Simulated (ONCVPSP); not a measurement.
## W (Z = 74): one change to an ONCV potential, before and after

- Element: tungsten
- Generator: ONCVPSP 4.0.1
- Type: optimised norm-conserving Vanderbilt (ONCV)
- Functional: PW91
- Relativity: scalar-relativistic
- Frozen core: [Kr] 4d10 4f14
- Valence charge: 14
- Reference configuration: 5s2 5p6 5d4 6s2
- Partial waves: 5s+6s: rc 1.60 bohr, ncon 4, nbas 7, qcut 8.9 1/bohr, 2 projectors; 5p: rc 1.75 bohr, ncon 3, nbas 6, qcut 7.9 1/bohr, 1 projector; 5d: rc 2.40 bohr, ncon 4, nbas 9, qcut 7 1/bohr, 2 projectors, debl 2.2 Ha
- Local potential: polynomial inside 1.05 bohr (lpopt 5, dvloc0 4 Ha)
- Core correction: polynomial model core, fcfact 0.75

Change: all radii but the core radius scaled by about 1.34 (s 2.14, p 2.34, d 3.20 bohr); local potential polynomial inside 1.40 bohr (lpopt 5, dvloc0 4 Ha).

Cutoffs: the cutoffs (Ha) at which the residual kinetic energy of the hardest occupied pseudo-wave falls to 1 and 0.1 mHa per electron; they do not see the model core or the augmentation charge, which bear on the density cutoff. Errors are all-electron minus pseudo energies relative to the spin-unpolarised reference configuration.

What does the change do?

The potential gets softer (26 Ha and 30 Ha → 18 Ha and 22 Ha); of the 4 tests that both files solve, the error grows in 3 and shrinks in 1 by more than 15 % and 0.3 meV (median size 9.6 → 15.5 meV); neither file shows a bound ghost. A larger radius leaves more room for a smooth pseudo-wave, so fewer plane waves are needed.

| quantity | base | changed |
| --- | --- | --- |
| cutoff, loose | 26 Ha | 18 Ha |
| cutoff, tight | 30 Ha | 22 Ha |
| loose cutoff by channel | s 26 Ha, p 18 Ha, d 14 Ha | s 18 Ha, p 12 Ha, d 11 Ha |
| bound ghosts | none | none |
| GHOST(+) flags under 300 eV | s at 159.3 eV | none |
| error for 5s2 5p6 5d4 6s1, meV [ΔE 8.95 eV] | -3.8 | -5.2 |
| error for 5s2 5p6 5d4 6s0, meV [ΔE 24.69 eV] | -12 | -26 |
| error for 5s2 5p6 5d3 6s0, meV [ΔE 50.15 eV] | -26 | -50 |
| error for 5s2 5p6 5d5 6s1, meV [ΔE 1.54 eV] | -7.2 | +4.1 |
| rms error of d²Exc/dni dnj with the model core, mHa | 0.52 | 1.46 |
